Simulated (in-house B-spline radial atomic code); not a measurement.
## Ionising neutral rhenium with different functionals

Computed with a radial B-spline atomic code at the basis-set limit: four-component Dirac-Coulomb Hamiltonian, Fermi nucleus of rms radius 5.3698 fm, spin-restricted, spherical fractional occupations for the functionals. The ionisation energy is the difference of two self-consistent energies, [Xe] 4f14 5d5 6s2 → [Xe] 4f14 5d5 6s1, without Breit or QED terms; ε is the level of the shell that loses the electron (mean over j).

Hybrids are left out here: with spherical fractional occupations of an open shell their exact exchange keeps a self-interaction that integer-occupation calculations don't have.

```
           method  rung  ΔSCF (eV)  -ε(6s) (eV)
         LDA VWN5   LDA       9.51         6.15
 relativistic LDA   LDA       9.47         6.13
         LDA PW92   LDA       9.51         6.16
LDA exchange-only   LDA       8.47         5.17
              PBE   GGA       9.25         5.95
           PBEsol   GGA       9.30         5.98
             BLYP   GGA       9.19         5.84
             RPBE   GGA       9.15         5.87
             PW91   GGA       9.32         6.00
             BP86   GGA       9.43         6.11
             AM05   GGA       9.23         5.92
             OLYP   GGA       8.91         5.63
```

Question: How do they compare with the NIST value?

Answer: NIST lists 7.834 eV (measured, ground level to ground level). Errors run from +0.64 to +1.68 eV. The correlated functionals all miss on the same side by more than they spread, so the cause is common to them (Breit-QED terms, spin polarisation, the choice among j levels, multiplet and fine-structure energies, or a listed next ion that isn't the cheapest removal here) and closeness doesn't rank the functionals.
